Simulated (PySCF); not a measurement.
Zinc: a sound run and one with changed settings

Sound run: Zn⁺ [Ar] 3d10 4s1, Zn²⁺ [Ar] 3d10. Calculation: PySCF 2.14, in def2-TZVP (6s5p4d1f, 48 functions); the non-relativistic Hamiltonian (point nucleus). In the sound run the correlated levels freeze [Ar]. The sound run starts from symmetry-adapted Hartree-Fock orbitals and uses a fine grid where one is needed.

Changed run: a valence shell is frozen. This setting is unsound on purpose.

Ionisation energy of Zn⁺:

```json
{"method": "UHF", "sound run (eV)": "16.589", "changed run (eV)": "16.589"}
{"method": "MP2", "sound run (eV)": "17.263", "changed run (eV)": "16.589"}
{"method": "SCS-MP2", "sound run (eV)": "17.144", "changed run (eV)": "16.589"}
{"method": "CCSD", "sound run (eV)": "17.177", "changed run (eV)": "16.589"}
{"method": "CCSD(T)", "sound run (eV)": "17.219", "changed run (eV)": "16.589"}
{"method": "CCSDT", "sound run (eV)": "n/a", "changed run (eV)": "16.589"}
{"method": "FCI", "sound run (eV)": "n/a", "changed run (eV)": "16.589"}
```

Freezing a valence shell removes pair correlation that changes on ionisation.

For comparison, NIST gives 17.964 eV between the lowest levels.
